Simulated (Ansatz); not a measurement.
Cartesian coordinates in Å:
```
N 1.157 -1.138 0.157
C 0.470 0.089 -0.295
Si -0.438 0.887 1.128
Zn -0.747 -0.138 -1.838
H 0.499 -1.814 0.526
H 1.654 -1.595 -0.597
H 1.235 0.820 -0.587
H 0.442 1.233 2.280
H -1.499 -0.033 1.634
H -1.107 2.126 0.636
H -1.666 -0.436 -3.045
```

Charge 0, multiplicity 1.

Task: List the B3LYP/def2-TZVPP orbital energies in eV (Ansatz). (Best estimate.)

Result: Computed: Occupied: -9449.91, -1798.59, -1149.16, -1012.54, -1012.53, -1012.47, -389.39, -277.11, -143.15, -131.71, -98.47, -98.46, -98.44, -87.96, -87.94, -87.79, -24.02, -17.82, -14.49, -14.12, -13.92, -13.91, -13.87, -13.70, -13.20, -11.51, -10.46, -9.29, -9.07, -8.69, -8.51, -5.83. Lowest empty: -0.98, -0.87, -0.24, 1.05, 1.22, 1.47, 1.90, 2.02.

B3LYP here is the variant with VWN-RPA as its local correlation; programs differ in this.
